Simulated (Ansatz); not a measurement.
Basis-set extrapolation for `O/C=[C](\[AlH2])[SiH3]` (PBE0-D4/def2-TZVP geometry, frozen core, Ansatz). Multiplicity 1, RHF reference.

|  | def2-TZVPP | def2-QZVPP |
| --- | --- | --- |
| HF | -685.576628 | -685.599814 |
| MP2 correlation | -0.768043 | -0.822974 |
| CCSD(T) correlation | -0.849917 | not run |

Energies in hartree. Use E(X) = E(∞) + A·exp(−7.88·√X) for Hartree–Fock and E(X) = E(∞) + B·X^(−2.97) for correlation, with X = 3 and 4, and add CCSD(T) minus MP2 of the smaller set to the MP2 limit.

**Question.** What is the CCSD(T) energy at the basis-set limit?

**Answer.** HF limit: -685.599814 + (-0.023186) × 0.13774 = -685.60301. MP2 limit: -0.822974 + (-0.054931) × 0.74074 = -0.86366. Higher-order term: -0.849917 − (-0.768043) = -0.08187. Total: -686.54854 hartree, 320.3 kJ/mol below CCSD(T)/def2-TZVPP.
